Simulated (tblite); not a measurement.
Species: C7H13PSe.
Numbering: `[CH3:1][C:2]1=[C:3]([C:4]([CH3:5])([CH3:6])[CH3:7])[P@@H:8]1=[Se:9]` (hydrogens: H10, H11, H12 on C1; H13, H14, H15 on C5; H16, H17, H18 on C6; H19, H20, H21 on C7; H22 on P8)

Computed with GFN2-xTB (tblite), gas phase: L-BFGS steps from a force-field or distance-geometry start until the largest atomic force falls under 0.01 eV/Å.

The end geometry, which sets the zero of energy:
```
atom  x, y, z in Å
C1      2.7192   -0.6330   -0.7682
C2      1.6649    0.3424   -0.4522
C3      0.4000    0.4842   -0.0533
C4     -0.8582   -0.1971    0.3288
C5     -1.3057    0.3327    1.6949
C6     -1.9042    0.1566   -0.7345
C7     -0.6309   -1.7095    0.3841
P8      1.1185    2.0726   -0.5275
Se9     0.6988    3.1952   -2.2353
H10     3.0466   -0.4963   -1.7989
H11     2.3508   -1.6490   -0.6381
H12     3.5842   -0.4781   -0.1235
H13    -1.4263    1.4143    1.6573
H14    -2.2565   -0.1122    1.9778
H15    -0.5685    0.0929    2.4585
H16    -2.0119    1.2373   -0.8108
H17    -1.6011   -0.2233   -1.7078
H18    -2.8683   -0.2738   -0.4746
H19    -1.5553   -2.2134    0.6569
H20     0.1292   -1.9557    1.1224
H21    -0.3097   -2.0803   -0.5864
H22     1.5737    2.7128    0.6296
```

**Question.** These geometries come from the run, each turned onto the end geometry. Order them by energy, lowest first.
A.
```
atom  x, y, z in Å
C1      2.7049   -0.6838   -0.7740
C2      1.6691    0.3190   -0.4711
C3      0.4254    0.4743   -0.0138
C4     -0.8492   -0.1915    0.3450
C5     -1.3190    0.3447    1.7065
C6     -1.8414    0.2146   -0.7611
C7     -0.6562   -1.7128    0.3791
P8      1.1371    2.0581   -0.5123
Se9     0.6122    3.2241   -2.1635
H10     2.5162   -1.1555   -1.7380
H11     2.6869   -1.4525   -0.0036
H12     3.6953   -0.2362   -0.8065
H13    -1.5159    1.4152    1.6273
H14    -2.2320   -0.1665    2.0045
H15    -0.5561    0.1860    2.4699
H16    -2.3657    1.1200   -0.4744
H17    -1.2990    0.4084   -1.6834
H18    -2.5710   -0.5659   -0.9447
H19    -1.6197   -2.2019    0.5114
H20    -0.0060   -1.9943    1.2055
H21    -0.2192   -2.0516   -0.5588
H22     1.5926    2.6674    0.6551
```
B.
```
atom  x, y, z in Å
C1      2.8044   -0.7029   -0.7601
C2      1.7006    0.2442   -0.4984
C3      0.4450    0.4471   -0.0905
C4     -0.8721   -0.1553    0.3012
C5     -1.3401    0.3439    1.6924
C6     -1.9138    0.2343   -0.7771
C7     -0.7075   -1.6710    0.3816
P8      1.2580    1.9937   -0.5087
Se9     0.3005    3.1635   -1.9462
H10     2.6089   -1.1920   -1.7081
H11     2.8236   -1.4666    0.0207
H12     3.7816   -0.1866   -0.7868
H13    -1.6792    1.3718    1.6596
H14    -2.1831   -0.2686    1.9893
H15    -0.5465    0.2162    2.4218
H16    -2.4942    1.0863   -0.4384
H17    -1.3656    0.5187   -1.6558
H18    -2.5502   -0.6119   -1.0168
H19    -1.6925   -2.1271    0.4718
H20    -0.1293   -1.8783    1.2645
H21    -0.1938   -2.0305   -0.5165
H22     1.9344    2.6905    0.4997
```
C.
```
atom  x, y, z in Å
C1      2.7380   -0.6181   -0.7646
C2      1.6715    0.3410   -0.4388
C3      0.4014    0.4711   -0.0521
C4     -0.8648   -0.2015    0.3204
C5     -1.3115    0.3160    1.6925
C6     -1.9125    0.1700   -0.7364
C7     -0.6478   -1.7155    0.3700
P8      1.1183    2.0673   -0.5069
Se9     0.7755    3.2113   -2.2181
H10     2.8581   -0.6590   -1.8490
H11     2.4870   -1.6101   -0.3890
H12     3.6899   -0.2983   -0.3399
H13    -1.4495    1.3960    1.6642
H14    -2.2545   -0.1471    1.9736
H15    -0.5711    0.0800    2.4551
H16    -1.9823    1.2528   -0.8386
H17    -1.6368   -0.2405   -1.7056
H18    -2.8910   -0.2151   -0.4564
H19    -1.5899   -2.2150    0.5827
H20     0.0643   -1.9684    1.1524
H21    -0.2670   -2.0863   -0.5787
H22     1.5640    2.6888    0.6625
```
D.
```
atom  x, y, z in Å
C1      2.6868   -0.6502   -0.7503
C2      1.6657    0.3613   -0.4229
C3      0.4046    0.5241   -0.0168
C4     -0.8563   -0.1717    0.3286
C5     -1.3557    0.3002    1.6974
C6     -1.8915    0.1771   -0.7499
C7     -0.5978   -1.6805    0.3498
P8      1.1537    2.1017   -0.4835
Se9     0.8174    3.2011   -2.2257
H10     2.5040   -1.0474   -1.7498
H11     2.6303   -1.4729   -0.0389
H12     3.6876   -0.2223   -0.7317
H13    -1.4284    1.3860    1.7226
H14    -2.3417   -0.1163    1.8862
H15    -0.6852   -0.0248    2.4908
H16    -2.1694    1.2274   -0.6904
H17    -1.4861   -0.0118   -1.7422
H18    -2.7844   -0.4281   -0.6090
H19    -1.5087   -2.2031    0.6310
H20     0.1802   -1.9318    1.0677
H21    -0.2870   -2.0195   -0.6347
H22     1.6510    2.7208    0.6709
```
E.
```
atom  x, y, z in Å
C1      2.7149   -0.6405   -0.7393
C2      1.6772    0.3563   -0.4240
C3      0.4087    0.4948   -0.0347
C4     -0.8529   -0.1938    0.3174
C5     -1.3177    0.3065    1.6879
C6     -1.8833    0.1806   -0.7538
C7     -0.6300   -1.7070    0.3412
P8      1.1283    2.0883   -0.4823
Se9     0.7021    3.2397   -2.1695
H10     2.6187   -0.9477   -1.7816
H11     2.5929   -1.5194   -0.1070
H12     3.7125   -0.2283   -0.5996
H13    -1.4370    1.3884    1.6730
H14    -2.2731   -0.1438    1.9435
H15    -0.5919    0.0483    2.4563
H16    -1.9718    1.2628   -0.8323
H17    -1.5812   -0.2071   -1.7243
H18    -2.8568   -0.2328   -0.5021
H19    -1.5620   -2.2121    0.5832
H20     0.1136   -1.9740    1.0881
H21    -0.2872   -2.0540   -0.6303
H22     1.5653    2.7142    0.6896
```

**Answer.** C (0.008 eV), E (0.016 eV), D (0.034 eV), A (0.118 eV), B (0.418 eV).

In the order of the answer:

| step | E above end (eV) | largest force (eV/Å) | rms force component (eV/Å) | rms distance from end (Å) | rms bond change (Å) | bond most changed (Å) |
| --- | --- | --- | --- | --- | --- | --- |
| 111 | 0.008 | 0.05 | 0.019 | 0.111 | 0.001 | C2–P8 -0.002 |
| 81 | 0.016 | 0.03 | 0.009 | 0.223 | 0.001 | C1–C2 +0.002 |
| 45 | 0.034 | 0.05 | 0.022 | 0.283 | 0.001 | C1–C2 +0.003 |
| 20 | 0.118 | 0.16 | 0.054 | 0.373 | 0.003 | C4–C6 +0.008 |
| 2 | 0.418 | 0.91 | 0.261 | 0.437 | 0.010 | C3–C4 +0.019 |

What follows is the cost of the whole relaxation. On one thread of an Arm Neoverse V2, shared host, this took 1.2 s.
